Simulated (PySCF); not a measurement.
C2FNSe.
Geometry (PBE0-D3(BJ)/def2-SVP, Å), atoms numbered from 1 in this order:
```xyz
5
C2FNSe angstrom
N      2.0736   -0.2504   -0.0501
C      0.9265   -0.0765   -0.0254
C     -0.4930    0.1121    0.0044
F     -0.8335    1.3831    0.0446
Se    -1.6400   -1.2026   -0.0116
```

Method: EOM-IP-CCSD/aug-cc-pVDZ in PySCF, restricted Hartree–Fock reference, 13 core orbitals frozen, non-relativistic, gas phase, PBE0-D3(BJ)/def2-SVP geometry.

Hartree–Fock orbital energies give these Koopmans values (eV): HOMO 10.48, HOMO-1 11.17, HOMO-2 14.12, HOMO-3 14.75, HOMO-4 15.60, HOMO-5 16.78, HOMO-6 20.15, HOMO-7 20.91.

Question: What vertical ionisation energies does EOM-IP-CCSD give?

Answer: 
```
leading hole (HF orbital)  Koopmans (eV)  EOM-IP-CCSD (eV)  change (eV)  one-hole share
                     HOMO          10.48              9.99        -0.49            0.95
                   HOMO-1          11.17             11.32        +0.15            0.96
                   HOMO-2          14.12             13.57        -0.55            0.94
                   HOMO-4          15.60             13.71        -1.89            0.93
                   HOMO-3          14.75             14.10        -0.65            0.92
                   HOMO-5          16.78             14.57        -2.21            0.93
                   HOMO-6          20.15             17.22        -2.93            0.89
                   HOMO-7          20.91             17.90        -3.01            0.90
```

Question: Does the order of the lines follow the orbital energies?

Answer: No: the HOMO-4 hole (13.71 eV) falls below the HOMO-3 hole (14.10 eV). The corrections run from -3.01 to +0.15 eV, with a mean of -1.45 eV over the 8 lines; EOM-IP-CCSD lies above the Koopmans value for HOMO-1. Koopmans values leave out both the relaxation of the orbitals and the change in correlation energy.

Question: At what kinetic energies would He I light (21.22 eV) eject these electrons?

Answer: 11.23 eV (HOMO), 9.90 eV (HOMO-1), 7.65 eV (HOMO-2), 7.51 eV (HOMO-4), 7.12 eV (HOMO-3), 6.65 eV (HOMO-5), 4.00 eV (HOMO-6), 3.32 eV (HOMO-7).

Question: What total energy has the lowest final state, and which wavelength reaches it?

Answer: E(CCSD) + ionisation energy = -2630.17519 + 0.36710 = -2629.80809 Eh, at the geometry of the initial state. The threshold wavelength is 1239.84 eV nm/9.99 eV = 124.1 nm.

Lines less than 0.15 eV apart could change places at a higher level. One root was sought for each valence orbital with −ε under 21 eV, eight at most, so deeper holes and satellites are missing; no vibrational structure.

On one thread of an Arm Neoverse V2, no GPU, shared host, this took 2.7 min and 1.8 GiB of memory at its peak.
